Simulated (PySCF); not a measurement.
Correlation energy of Bi (bismuth, neutral)

[Xe] 4f14 5d10 6s1 6p4, high-spin 4P determinant (an excited configuration). Computed with PySCF 2.14 in ANO-RCC-VTZP (8s7p5d3f2g, 93 functions), with scalar relativity by spin-free X2C-1e. Frozen: [Xe] 4f14 5d10; 5 electrons correlated.

```tsv
level	correlation energy (mhartree)
CCSD	-74.21
(T)	-6.59
CCSD(T)	-80.80
```

Diagnostics: T1 = 0.032, D1 = 0.0946, largest double amplitude 0.224.

Problem. Is a single reference adequate?

Solution. Not fully. Spin-orbit coupling is strong in this species (close to jj coupling), so the high-spin LS determinant is a model state, not a physical level. T1 exceeds 0.03, a sign that the reference determinant is poor. A double-excitation amplitude exceeds 0.15, a sign of near-degeneracy.

Spin-orbit coupling is strong in this species, so the high-spin LS determinant is a model state.
